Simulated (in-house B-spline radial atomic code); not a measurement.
A run on As- that did not converge. Method: scalar-relativistic (X2C) HSE06, spin-polarised, spherical fractional occupations, exact exchange averaged over the configuration, Fermi nucleus of rms radius 4.0968 fm; computed with an all-electron radial atomic-structure program (B-spline basis).

Command:
```bash
python run_scf.py task.json out
```
Settings (nuclear radius in fm, mass in u):
```
Z                33
configuration    [Ar] 3d10 4s2 4p4
hamiltonian      x2c
method           hse06
spin_polarised   True
nucleus          fermi
rms_radius       4.0968
atomic_mass      74.92159
speed_of_light   137.035999084
exact_exchange   averaged over the configuration
```

First and last ten iterations of the last attempt (damped for 15 steps, keeping 80 % of the old Fock matrix, then DIIS):
```
 iter        energy (Eh)    residual
    1       -2260.051447    3.89e-01
    2       -2260.390376    8.29e-02
    3       -2260.435249    4.76e-02
    4       -2260.513038    3.45e-02
    5       -2260.531222    2.42e-02
    6       -2260.483357    1.76e-02
    7       -2260.530254    1.35e-02
    8       -2260.536333    9.59e-03
    9       -2260.538804    7.07e-03
   10       -2260.485214    1.68e-02
  111       -2218.190582    4.31e-01
  112       -2260.489862    2.44e-02
  113       -2260.519489    1.36e-02
  114       -2260.479993    1.81e-02
  115       -2260.536337    5.47e-03
  116       -2260.490596    1.51e-02
  117       -2260.538791    3.97e-03
  118       -2260.491849    1.48e-02
  119       -2260.492432    1.47e-02
  120       -2260.493534    1.44e-02
 not converged after 120 iterations
```

The smallest residual met was 4.0e-03; the threshold is about 3e-07. No energy from this run should be used. Run time, properties included: 22 s on 1 thread of Arm Neoverse N1, with other jobs on the host.
